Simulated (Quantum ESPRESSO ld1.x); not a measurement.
Results of a calculation; reference values are marked as such.
Cr2+, configuration [Ar] 3d4 (the NIST ground configuration). Code: ld1.x of Quantum ESPRESSO 7.5. Model: scalar-relativistic Kohn-Sham, LDA (Slater exchange, Perdew-Zunger correlation), spin-polarised, spherical densities, point nucleus, Latter tail correction; open shells are filled with parallel spins first.

Normalised radial functions P(r) = r R(r), r in bohr:

r         3p down
0.007284   0.0080
0.008213   0.0100
0.009334   0.0127
0.01061    0.0160
0.01196    0.0200
0.01359    0.0252
0.01533    0.0312
0.01742    0.0392
0.0198     0.0491
0.02232    0.0604
0.02537    0.0750
0.02861    0.0916
0.03252    0.1126
0.03696    0.1377
0.04167    0.1652
0.04736    0.1991
0.05339    0.2353
0.06069    0.2783
0.06842    0.3224
0.07777    0.3722
0.08838    0.4230
0.09965    0.4693
0.1133     0.5137
0.1277     0.5466
0.1451     0.5671
0.165      0.5667
0.186      0.5418
0.2114     0.4838
0.2383     0.3962
0.2709     0.2659
0.3054     0.1106
0.3471    -0.0844
0.3945    -0.2992
0.4448    -0.5052
0.5056    -0.7127
0.57      -0.8793
0.6479    -1.0109
0.7363    -1.0827
0.8302    -1.0911
0.9436    -1.0401
1.064     -0.9456
1.209     -0.8101
1.374     -0.6568
1.55      -0.5129
1.761     -0.3733
1.986     -0.2624
2.257     -0.1686
2.545     -0.1037
2.892     -0.0567
3.287     -0.0279
3.706     -0.0130
4.212     -0.0050
4.749     -0.0018
5.398     -0.0005

3p down: eigenvalue -65.583 eV, 1 radial node at r = 0.329 bohr, <r> = 0.965 bohr, 90 % of the charge inside 1.50 bohr.
